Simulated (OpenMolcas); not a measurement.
**Sb IV: effect of the basis set**

| Quantity | Value |
| --- | --- |
| Program | OpenMolcas 26.06 |
| Method | CASSCF |
| Active space | 2 electrons in 8 orbitals (5s 5p 6s 6p) |
| State averaging | 2S+1 = 3 even, 3 roots; 2S+1 = 1 even, 7 roots; 2S+1 = 3 odd, 3 roots; 2S+1 = 1 odd, 3 roots |
| Spin-orbit coupling | RASSI with atomic mean-field integrals over the reference wave functions, term energies averaged over their components |

A. ANO-R2 [7s6p4d2f1g], X2C, finite nucleus; cost about 19 core-seconds
B. ANO-RCC-VTZP [7s6p4d2f1g], DKH2, point nucleus; cost about 30 core-seconds
C. ANO-RCC-VQZP [8s7p5d3f2g], DKH2, point nucleus; cost about 40 core-seconds
D. ANO-RCC [10s9p8d5f3g], DKH2, point nucleus; cost about 50 core-seconds

Energies in cm-1 above 5s2 1S0, the measured ground level; measured values from Moore, Atomic Energy Levels, vol. III, NSRDS-NBS 35 (1971 reprint of NBS Circular 467, 1958).

| Level | A | B | C | D | Measured |
| --- | --- | --- | --- | --- | --- |
| 5s2 1S0 | 0.0 | 0.0 | 0.0 | 0.0 | 0.0 |
| 5s 5p 3P* 0 | 60358 | 60836 | 60725 | 60354 |  |
| 5s 5p 3P* 1 | 62430 | 63021 | 62753 | 62453 | 66700 |
| 5s 5p 3P* 2 | 67218 | 68092 | 67430 | 67304 | 72560 |
| 5s 5p 1P* 1 | 103265 | 103373 | 103459 | 103325 | 95952 |
| 5p2 3P0 | 149491 | 151154 | 150806 | 150263 | 152076 |
| 5p2 3P1 | 152601 | 154196 | 153482 | 152992 | 156388 |
| 5p2 3P2 | 155981 | 157671 | 156800 | 156404 | 163524 |

Deviations, from unrounded energies. A percentage is the sum of absolute deviations over the sum of measured energies, with the sign that they share, or ± where signs differ.

| Against measurement | Levels | A | B | C | D |
| --- | --- | --- | --- | --- | --- |
| mean absolute deviation (cm-1) | 6 | 5100 | 4100 | 4600 | 4900 |
| other configurations (%) | 6 | ±4.4 | ±3.5 | ±3.9 | ±4.1 |

B lies closest to measurement on these levels and A furthest from it. The largest miss of B in the table is 5s 5p 1P* 1, by +7400 cm-1. The ranking rests on the paired levels alone, and a cruder setting can come out closer through cancelling errors.

Among A to D the level of the table that moves most is 5p2 3P2, by 1700 cm-1 (lowest in A, highest in B).

Active for correlation alone: 6p 6s; no level in the range computed is led by a configuration that fills them, so any true level of that kind is missing. The ¹D term of p² mixes with s d, which this space lacks. Computed and measured levels are paired by configuration, term and J; levels that our copy of the source lacks, or whose pairing is in doubt (as where it misses far off the trend of its configuration), stay unpaired and out of the deviations. Levels of configurations outside the active space are missing. Levels that lie high or do not pair safely by name in every column are left out.

* marks odd parity.
